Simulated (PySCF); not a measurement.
Below is a simulated gas-phase Si 2p photoelectron spectrum of dimethylsilanol, `C[SiH](C)O`.

Every computed line was given a Gaussian of 0.4 eV full width at half maximum and an area set by the number of equivalent atoms (split 2:1 within a doublet); the highest printed point is 100. Computed with PySCF 2.14.0, delta-SCF UKS SCAN, pcX-2 on the ionised atom, pcseg-1 elsewhere, spin-free X2C.

binding energy (eV), intensity and a bar:
```
    106.3          1 
    106.4          4 #
    106.5         15 ####
    106.6         39 ############
    106.7         74 ######################
    106.8        100 ##############################
    106.9         95 #############################
    107.0         65 ####################
    107.1         36 ###########
    107.2         26 ########
    107.3         35 ##########
    107.4         48 ##############
    107.5         50 ###############
    107.6         36 ###########
    107.7         19 ######
    107.8          7 ##
    107.9          2 
    108.0          0
```

Problem. How many maxima does the curve show, and how many computed lines lie under it?

Solution. The curve has 2 maxima (at 106.8 and 107.5 eV). Under it lie 2 lines from 1 inequivalent silicon site, drawn as a 2p3/2, 2p1/2 pair.

Problem. Decompose the envelope and assign each component. Numbering: `[CH3:1][SiH:2]([CH3:3])[OH:4]`.

Solution. 
| position (eV) | relative area | line | atoms | environment |
| --- | --- | --- | --- | --- |
| 106.84 | 0.67 | Si 2p3/2 | Si2 | oxygen-bound silicon |
| 107.46 | 0.33 | Si 2p1/2 | Si2 | oxygen-bound silicon |

Shake-up satellites, vibrational structure and lifetime widths aren't simulated. 2p3/2 and 2p1/2 are the ΔSCF energy of one spin-free 2p hole plus the eigenvalues of a spin–orbit and ligand-field matrix of the shell. 2p1/2 minus 2p3/2 (ligand field included): Si 0.62 eV. Geometry: PBE0-D3(BJ)/def2-SVP, one conformer, isolated molecule.

Shape of the structure used: `[CH3:1][SiH:2]([CH3:3])[OH:4]`: H–O4–Si2–C1 64°.
